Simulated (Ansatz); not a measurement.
CdGeH4S, SMILES [Cd]([SH])[GeH3]. Atoms are numbered in the order given.

```xyz
7

Cd    -0.2912     0.1438    -0.7769
S      0.4523     1.3427    -2.7085
H      1.6085     1.7257    -2.1143
Ge    -1.0950    -1.1356     1.2779
H     -1.1307    -2.6595     1.0228
H     -0.1581    -0.8893     2.4829
H     -2.5166    -0.6995     1.6996
```
Charge 0, spin multiplicity 1.

Geometry: B3LYP-D3(BJ)/def2-SVP. The structure was generated by enumeration; whether it is a known compound was not checked. The def2 effective core potentials stand for the cores of Cd; spin–orbit coupling is left out. The values are those of a single conformer.

Two levels are set side by side: PBE-D3(BJ)/def2-SVP (Ansatz, a quantum-chemistry and plane-wave program) and B3LYP-D3(BJ)/def2-SVP (Ansatz). Each level has its own optimised geometry; the coordinates shown are those of the second. Differences are taken from unrounded values.

| quantity | B3LYP-D3(BJ) | PBE-D3(BJ) | PBE-D3(BJ) minus B3LYP-D3(BJ) |
|---|---|---|---|
| mean bond length (Å) | 1.822 | 1.826 | 0.003 |
| bond Cd1–S2 (Å) | 2.392 | 2.386 | -0.006 |
| bond Cd1–Ge4 (Å) | 2.550 | 2.541 | -0.010 |
| bond S2–H3 (Å) | 1.355 | 1.364 | 0.009 |
| bond Ge4–H5 (Å) | 1.546 | 1.554 | 0.008 |
| bond Ge4–H6 (Å) | 1.546 | 1.554 | 0.008 |
| bond Ge4–H7 (Å) | 1.546 | 1.554 | 0.008 |

On these quantities the two levels nearly agree.
